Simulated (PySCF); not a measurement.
Species: CH3F2Ge (charge 0, doublet). It need not be the lowest isomer of its formula. 
Geometry from a B3LYP-D3(BJ)/def2-TZVP (Ansatz) optimisation:
SMILES: [CH3][Ge]([F])[F]
```xyz
7

C     -1.8273    -0.1287     0.2129
Ge     0.0813     0.0188    -0.3353
F      0.9115    -1.3325     0.4169
F      0.7317     1.4027     0.5266
H     -1.8094    -0.1712     1.3021
H     -2.2502    -1.0385    -0.2058
H     -2.3677     0.7485    -0.1342
```
Charge 0, spin multiplicity 2.

Dispersion corrections to the total energy (kcal/mol) from the dftd3 and dftd4 libraries through PySCF: D3(BJ) without and D4 with the three-body term, each with the damping fitted for the functional named.

```csv
functional,D3(BJ),D4
PBE0,-2.14,-2.16
BLYP,-5.43,-5.78
BP86,-4.10,-3.45
BHLYP,-3.66,-3.25
PW6B95,___,-2.36
HF,___,-9.44
TPSS,___,-3.50
```

### Question
What belongs in the gaps?

### Answer

- PW6B95, D3(BJ): -1.32
- HF, D3(BJ): -21.88
- TPSS, D3(BJ): -3.11
